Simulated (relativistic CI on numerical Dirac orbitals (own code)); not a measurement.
**Tc6+: 3p photoemission**

Computed with this model: Dirac-Coulomb-Breit CI, orbitals from a KLI potential per configuration, a model potential for QED, multiplet model of photoemission in the sudden approximation, unscaled Slater integrals; configurations [Kr] 4d → [Ne] 3s2 3p5 3d10 4s2 4p6 4d; 80 K; Lorentzian 2 eV and Gaussian 0.6 eV FWHM. Energies are those of the free ion, without screening or charge transfer. The energies are binding energies and can lie tens of eV above those of solids. S is read from ⟨S²⟩ = S(S + 1).

free ion: ground-state S = 0.50, centroid 539.08 eV. Peaks (eV, height): 532.2 (100), 552.6 (58).

Strongest unbroadened transitions for free ion:

```
Energy (eV)  Relative strength
     531.10               14.5
     531.58               30.8
     532.17              100.0
     532.53               30.8
     533.17               41.5
     533.36               12.6
     533.58                1.2
     552.36               72.3
     552.90                0.1
     552.96               43.4
     553.01                0.0
```
